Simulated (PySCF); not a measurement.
H5P, SMILES [H][P@TB7]([H])([H])([H])[H]. Coordinates come from a PBE0-D3(BJ)/def2-TZVPD optimisation.

TDDFT-ωB97X/def2-TZVPD in PySCF puts the lowest singlet excitations at 5.03, 5.59, 5.59, 7.28, 7.28, 7.66 eV and the lowest triplet (TDA) at 4.64 eV.

Q: What are the lowest singlet roots from EOM-CCSD/aug-cc-pVDZ (PySCF 2.14.0)? (Estimate from the structure and the level; the computed values follow.)

A: 4.60, 5.61, 5.61, 6.26, 6.32, 6.32 eV; triplets 4.09, 5.16, 5.16 eV. S1 differs by -0.44 eV (second minus first; roots are paired by order, and the bases may differ).
